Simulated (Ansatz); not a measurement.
`C[SiH2][TeH]`, relaxed with RKS PBE-D4/def2-SVP in the Gaussian-basis code of Ansatz from a rough embedded geometry. The force threshold is 0.03 eV/Å; the program also tests the step.

The species carries charge 0 and has multiplicity 1. Te takes the def2 core potential.

Start:

```xyz
9

C    -0.777   -0.833    0.013
Si    0.748    0.024    0.437
Te    1.220    1.690   -1.308
H    -1.002   -1.616    0.744
H    -0.711   -1.389   -0.962
H    -1.673   -0.139   -0.065
H     1.871   -0.940    0.492
H     0.622    0.693    1.695
H    -0.298    2.511   -1.047
```

```
step  energy (eV)  largest force (eV/Å)  largest move (Å)
   1  -16296.7152                 2.225             0.000
   2  -16296.8740                 1.235             0.194
   3  -16296.9615                 0.491             0.103
   4  -16296.9691                 0.161             0.014
   5  -16296.9716                 0.035             0.046
   6  -16296.9723                 0.019             0.056
```

End:

```xyz
9

C    -0.851   -0.917    0.013
Si    0.721    0.048    0.414
Te    1.278    1.757   -1.365
H    -1.046   -1.678    0.797
H    -0.751   -1.429   -0.965
H    -1.727   -0.241   -0.038
H     1.929   -0.851    0.433
H     0.597    0.720    1.756
H    -0.149    2.591   -1.044
```

Hardware: 2 threads of a server CPU on a shared host. Wall time 9 s, peak host memory 0.12 GiB.
